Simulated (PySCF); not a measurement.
Compound: C4H10GeSi.
Structure used (GFN2-xTB), in Å, numbered top down from 1:
```xyz
16
C4H10GeSi angstrom
C      3.1933   -1.0150    0.6186
C      2.0682   -0.1629    0.3060
C      1.1305    0.5501    0.0498
Si    -0.3294    1.6092   -0.3330
C     -1.8101    0.4666   -0.6981
Ge    -2.3337   -0.6411    0.8319
H      3.7486   -1.2499   -0.2895
H      3.8577   -0.5101    1.3198
H      2.8413   -1.9432    1.0690
H     -0.0476    2.4188   -1.5288
H     -0.6210    2.4720    0.8204
H     -2.6666    1.0672   -1.0062
H     -1.5669   -0.1866   -1.5363
H     -3.5229   -1.5027    0.5146
H     -2.7137    0.1923    2.0163
H     -1.2353   -1.5559    1.2703
```

Vertical excitations from PySCF (density fitting, frozen core in the response, grid level 2 and gas phase unless stated; continuum runs use non-equilibrium linear response for the excitations) on a GFN2-xTB geometry. Reference run:

```csv
settings,"S1, eV (f)","S2, eV (f)","S3, eV (f)","S4, eV (f)","S5, eV (f)","S6, eV (f)","T1, eV (Tamm–Dancoff)",mean α (au)
"OLYP/3-21G, TDA, 3 singlets",6.21 (0.000),6.44 (0.041),6.55 (0.002),–,–,–,5.25,82.4
```

Problem. What do these settings give: PBE0/6-311G**, IEF-PCM methanol, damping 0.1 at the start, DIIS from the seventh cycle, full TDDFT, 6 singlets?

Solution. 
| settings | S1, eV (f) | S2, eV (f) | S3, eV (f) | S4, eV (f) | S5, eV (f) | S6, eV (f) | T1, eV (Tamm–Dancoff) | mean α (au) |
| --- | --- | --- | --- | --- | --- | --- | --- | --- |
| PBE0/6-311G**, IEF-PCM methanol, damping 0.1 at the start, DIIS from the seventh cycle, full TDDFT, 6 singlets | 6.09 (0.000) | 6.31 (0.015) | 6.33 (0.004) | 7.37 (0.381) | 7.61 (0.034) | 7.63 (0.018) | 5.05 | 126.9 |

S1 moves by -0.12 eV; functional, basis, environment and response scheme change together, so the shift can't be laid on one. States are counted by energy in each run and needn't keep their character from row to row.

All basis functions are spherical, in the Pople sets too.

Problem. Give the leading configurations of S1 (H = HOMO, L = LUMO) and the HOMO–LUMO gap of each run.

Solution. 
```csv
settings,S1 configurations (weight),S1 (eV),orbital gap (eV),S1 − gap (eV)
"OLYP/3-21G, TDA, 3 singlets","H−1→L 0.81, H→L 0.14",6.21,6.14,+0.07
"PBE0/6-311G**, IEF-PCM methanol, damping 0.1 at the start, DIIS from the seventh cycle, full TDDFT, 6 singlets","H−1→L 0.62, H→L+1 0.24",6.09,7.83,-1.74
```

One conformer (not necessarily the lowest) at the GFN2-xTB geometry, without vibrations or thermal averaging. Relativistic effects, spin–orbit coupling among them, are left out although an element past zinc is present.
